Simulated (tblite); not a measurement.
Compound: C₇H₄ClNO.
Bonds: Cl1–C2, C2–C3 (aromatic), C3–C4 (aromatic), C4–C5 (aromatic), C5–C6 (aromatic), C6–O7 (aromatic), O7–C8 (aromatic), C8–C9 (aromatic), C9–N10 (aromatic), C2–N10 (aromatic), C4–C8 (aromatic). Hydrogens: H11 on C3; H12 on C5; H13 on C6; H14 on C9.

Computed with GFN2-xTB (tblite), gas phase: L-BFGS steps from a force-field or distance-geometry start until the largest atomic force falls under 0.01 eV/Å.

Step 11: E = -777.3515 eV
```
atom  x, y, z in Å  |  force x, y, z in eV/Å
Cl1    -3.6511   -0.8775   -0.4989   -0.012   0.030   0.007
C2     -2.0717   -0.2694   -0.1854    0.044  -0.026   0.030
C3     -0.9728   -1.0482   -0.4965    0.068   0.055  -0.019
C4      0.2645   -0.4757   -0.2100   -0.003   0.060   0.082
C5      1.6270   -0.8749   -0.3418    0.046   0.025  -0.018
C6      2.3641    0.1573    0.1383   -0.077  -0.025   0.001
O7      1.5996    1.1823    0.5720   -0.078   0.035   0.011
C8      0.3124    0.8167    0.3704   -0.062   0.034  -0.002
C9     -0.8683    1.4995    0.6416   -0.006  -0.062  -0.035
N10    -2.0264    0.9388    0.3579   -0.010   0.052   0.005
H11    -1.0651   -2.0258   -0.9373   -0.030  -0.013   0.000
H12     1.9776   -1.8013   -0.7444    0.067  -0.010  -0.001
H13     3.4266    0.2892    0.2310   -0.054  -0.030  -0.016
H14    -0.9171    2.4887    1.0809    0.108  -0.124  -0.045
```

Step 12: E = -777.3532 eV
```
atom  x, y, z in Å  |  force x, y, z in eV/Å
Cl1    -3.6546   -0.8727   -0.4969    0.000   0.013   0.002
C2     -2.0730   -0.2702   -0.1849    0.058   0.003   0.022
C3     -0.9734   -1.0485   -0.4979    0.039   0.019  -0.009
C4      0.2648   -0.4771   -0.2087    0.035   0.024   0.029
C5      1.6299   -0.8743   -0.3423   -0.013   0.006  -0.009
C6      2.3637    0.1590    0.1394   -0.050  -0.011   0.001
O7      1.5988    1.1841    0.5730   -0.084  -0.005  -0.009
C8      0.3127    0.8161    0.3695   -0.070  -0.014   0.000
C9     -0.8684    1.4962    0.6406    0.001  -0.018  -0.027
N10    -2.0278    0.9395    0.3574    0.002  -0.009  -0.006
H11    -1.0714   -2.0283   -0.9384    0.001   0.058   0.029
H12     1.9843   -1.8012   -0.7442    0.042   0.034   0.016
H13     3.4260    0.2925    0.2323   -0.049  -0.031  -0.017
H14    -0.9123    2.4843    1.0790    0.088  -0.069  -0.022
```

Step 13: E = -777.3542 eV
```
atom  x, y, z in Å  |  force x, y, z in eV/Å
Cl1    -3.6562   -0.8702   -0.4960    0.016   0.004   0.000
C2     -2.0728   -0.2706   -0.1841    0.037   0.002   0.002
C3     -0.9729   -1.0483   -0.4989    0.032   0.022   0.015
C4      0.2657   -0.4772   -0.2072   -0.009  -0.039  -0.029
C5      1.6308   -0.8739   -0.3428   -0.020   0.003   0.005
C6      2.3626    0.1600    0.1402   -0.041   0.005   0.001
O7      1.5969    1.1853    0.5734   -0.058  -0.021  -0.014
C8      0.3117    0.8159    0.3691   -0.021  -0.048  -0.001
C9     -0.8686    1.4941    0.6395   -0.025   0.013  -0.016
N10    -2.0288    0.9397    0.3569    0.013  -0.024  -0.002
H11    -1.0742   -2.0285   -0.9384    0.017   0.068   0.031
H12     1.9883   -1.8006   -0.7438    0.027   0.050   0.021
H13     3.4245    0.2931    0.2324   -0.033  -0.021  -0.012
H14    -0.9077    2.4807    1.0776    0.067  -0.012   0.000
```

Step 14: E = -777.3548 eV
```
atom  x, y, z in Å  |  force x, y, z in eV/Å
Cl1    -3.6569   -0.8686   -0.4954    0.030  -0.003  -0.001
C2     -2.0720   -0.2710   -0.1836    0.004   0.010  -0.007
C3     -0.9719   -1.0475   -0.4993   -0.019  -0.008   0.014
C4      0.2659   -0.4778   -0.2067    0.010  -0.049  -0.047
C5      1.6312   -0.8735   -0.3431   -0.035  -0.009   0.008
C6      2.3609    0.1607    0.1407   -0.007   0.023   0.005
O7      1.5946    1.1857    0.5734   -0.025  -0.019  -0.009
C8      0.3106    0.8148    0.3688   -0.011  -0.050  -0.002
C9     -0.8691    1.4928    0.6384   -0.003   0.019  -0.006
N10    -2.0292    0.9395    0.3567   -0.006  -0.030  -0.002
H11    -1.0756   -2.0274   -0.9378    0.025   0.052   0.021
H12     1.9914   -1.7992   -0.7431    0.021   0.042   0.017
H13     3.4229    0.2930    0.2322   -0.029  -0.011  -0.007
H14    -0.9033    2.4780    1.0767    0.045   0.033   0.016
```

**Question.** Estimate the geometry and energy of step 15. (The exact step hangs on the optimiser's Hessian estimate; all steps are aligned on step 14, rigid shifts and turns removed.)

**Answer.** E = -777.3553 eV, largest force 0.064 eV/Å
```
atom  x, y, z in Å  |  force x, y, z in eV/Å
Cl1    -3.6570   -0.8673   -0.4950    0.031  -0.011  -0.004
C2     -2.0714   -0.2711   -0.1834   -0.024   0.011  -0.010
C3     -0.9717   -1.0472   -0.4993   -0.024  -0.010   0.016
C4      0.2663   -0.4790   -0.2071   -0.020  -0.043  -0.043
C5      1.6310   -0.8732   -0.3430   -0.009  -0.007   0.010
C6      2.3596    0.1615    0.1411   -0.008   0.019   0.001
O7      1.5922    1.1855    0.5733   -0.001  -0.009  -0.001
C8      0.3093    0.8131    0.3685    0.012  -0.036  -0.004
C9     -0.8693    1.4920    0.6374   -0.008   0.018   0.003
N10    -2.0296    0.9390    0.3565   -0.005  -0.002   0.008
H11    -1.0765   -2.0258   -0.9371    0.022   0.007   0.000
H12     1.9942   -1.7974   -0.7423    0.020   0.020   0.007
H13     3.4213    0.2929    0.2320   -0.014  -0.002  -0.002
H14    -0.8993    2.4767    1.0763    0.029   0.044   0.018
```

The energy changes by -0.0005 eV. The first-order estimate −F·Δx gives -0.0007 eV and the mean of the old and new forces, exact on a quadratic surface, -0.0005 eV. The step makes an angle of 54° with the force vector and moves no atom by more than 0.004 Å.

The cost below is that of the whole relaxation. Hardware: an Arm Neoverse V2 with one thread, no GPU, shared host with 96 logical CPUs at a one-minute load of 31. Cost: 0.13 s.
